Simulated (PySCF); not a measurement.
B(Cl)2(SH) (BCl₂HS), SMILES SB(Cl)Cl. Atoms are numbered in the order given.

```xyz
5

B     -0.0003    -0.0121     0.0000
Cl     1.3720    -1.1111     0.0000
Cl    -1.6376    -0.6606     0.0000
S      0.3415     1.7513     0.0000
H     -0.9481     2.1574     0.0000
```

Coordinates come from a TPSSh-D3(BJ)/def2-SVP optimisation. Other conformers were not sampled.

Calculation: PBE0/def2-TZVPD (PySCF).

Symmetry labels are those of the subgroup Cs that the program uses (full group Cs).

Task: List the valence orbital energies around the gap with their symmetry. (Estimate from the structure and the level; the computed values follow.)

Result: 
```csv
orbital,symmetry,energy (eV)
HOMO−7,A',-13.06
HOMO−6,A',-12.11
HOMO−5,A",-11.10
HOMO−4,A',-10.91
HOMO−3,A",-9.69
HOMO−2,A',-9.44
HOMO−1,A',-9.20
HOMO,A",-8.40
LUMO,A",-1.50
LUMO+1,A',-0.37
LUMO+2,A',0.09
LUMO+3,A',0.61
```
